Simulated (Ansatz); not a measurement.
Start from `BB[SiH2]O` and change one atom or group to get `CB[SiH2]O`.

Ansatz, PBE0-D4/def2-TZVP geometries, multiplicity 1. Each molecule was computed in one conformer, which needn't be the lowest.

| property | `BB[SiH2]O` |
| --- | --- |
| HOMO energy (ωB97M-V/def2-TZVPP) / eV | -9.46 |
| zero-point energy (PBE0-D4/def2-TZVP) / kJ/mol | 168.5 |
| HOMO energy (PBE0/def2-TZVPP) / eV | -7.34 |
| LUMO energy (PBE0/def2-TZVPP) / eV | -0.71 |
| HOMO energy (B3LYP/def2-TZVPP) / eV | -7.11 |
| size of the dipole moment (ωB97M-V/def2-TZVPP) / D | 0.93 |

Task: Give the same properties after the change, and the shifts. (Estimate.)

Result: The calculation gave: 
| property | `CB[SiH2]O` | shift |
| --- | --- | --- |
| HOMO energy (ωB97M-V/def2-TZVPP) / eV | -9.69 | -0.23 |
| zero-point energy (PBE0-D4/def2-TZVP) / kJ/mol | 207.4 | 38.9 |
| HOMO energy (PBE0/def2-TZVPP) / eV | -7.50 | -0.16 |
| LUMO energy (PBE0/def2-TZVPP) / eV | -1.82 | -1.11 |
| HOMO energy (B3LYP/def2-TZVPP) / eV | -7.33 | -0.22 |
| size of the dipole moment (ωB97M-V/def2-TZVPP) / D | 2.17 | 1.24 |

With PBE0 the HOMO falls by 0.16 eV and the LUMO falls by 1.11 eV, so the gap narrows by about 0.95 eV. PBE moves the HOMO by 0.06 eV and ωB97M-V by -0.23 eV. The zero-point energy changes by 38.9 kJ/mol with +3 modes. Dipoles are sizes alone; their direction can turn.

B3LYP here is the variant with VWN-RPA as its local correlation; programs differ in this.
